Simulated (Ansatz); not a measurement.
Computed with Ansatz.

A structure relaxed at PBE0-D4/def2-TZVP, charge 0, multiplicity 2:

Cartesian coordinates in Å:
```
F -1.347 1.243 -0.193
Sn 0.249 0.234 -0.511
Cl 1.543 0.502 1.403
Cl -0.445 -1.979 -0.699
```

Give its formula and SMILES.

Cl2FSn, `[F][Sn]([Cl])[Cl]`.

Point group (tolerance 0.08 Å, 0.16 Å for H)?

Cs.

Summarise the bond lengths by kind.

1 × F–Sn 1.915 Å; 2 × Cl–Sn 2.326 Å.
